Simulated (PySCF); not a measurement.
Predicted microwave data (CAM-B3LYP/def2-SVPD in PySCF (dipole) on a GFN2-xTB geometry, gas phase) for one isomer of C4H8N2Si2:

```
Rotational constants : A = 1857, B = 1083, C = 781.5 MHz
Dipole components    : |μa| = 2.83 D, |μb| = 2.09 D, |μc| = 1.46 D
Inertial defect      : -92.21 u·Å²
κ                    : -0.44
```

Question: Which structure is it? (One computed conformer of each.)
A. `[CH2:1]=[N:2][SiH2:3][SiH2:4]/[CH:5]=[CH:6]\[C:7]#[N:8]` with C1–N2–Si3–Si4 109°, N2–Si3–Si4–C5 -3°, Si3–Si4–C5–C6 -63°
B. `[CH2:1]=[CH:2][C@@H:3]1[SiH2:4][NH:5][Si@H:6]1[C:7]#[N:8]` with C1–C2–C3–Si4 -130°
C. `[CH3:1][NH:2][SiH2:3][C:4]#[C:5][SiH2:6][C:7]#[N:8]` with C1–N2–Si3–C4 176°
D. `[CH3:1][SiH2:2][C:3]([SiH3:4])([C:5]#[N:6])[C:7]#[N:8]` with C1–Si2–C3–Si4 61°

Answer: B. It is C=C[C@@H]1[SiH2]N[Si@H]1C#N, an asymmetric top, point group C1. The candidates at the same level (rigid rotor, commonest isotopes):

```tsv
SMILES	A (MHz)	B (MHz)	C (MHz)	μa (D)	μb (D)	μc (D)	Δ (u·Å²)	point group	rotor
C=N[SiH2][SiH2]/C=C\C#N	1594	1358	944.3	0.32	0.90	2.20	-154.12	C1	asymmetric top
C[SiH2]C([SiH3])(C#N)C#N	1531	1134	1101	3.64	1.25	3.66	-316.70	C1	asymmetric top
CN[SiH2]C#C[SiH2]C#N	3328	437.0	417.3	2.91	2.09	1.29	-97.22	C1	near-prolate asymmetric top
C=C[C@@H]1[SiH2]N[Si@H]1C#N	1857	1083	781.5	2.83	2.09	1.46	-92.21	C1	asymmetric top
```

`C=N[SiH2][SiH2]/C=C\C#N` has B 25 % too high; `C[SiH2]C([SiH3])(C#N)C#N` has C 41 % too high; `CN[SiH2]C#C[SiH2]C#N` has A 79 % too high. No structure here is proved a minimum.
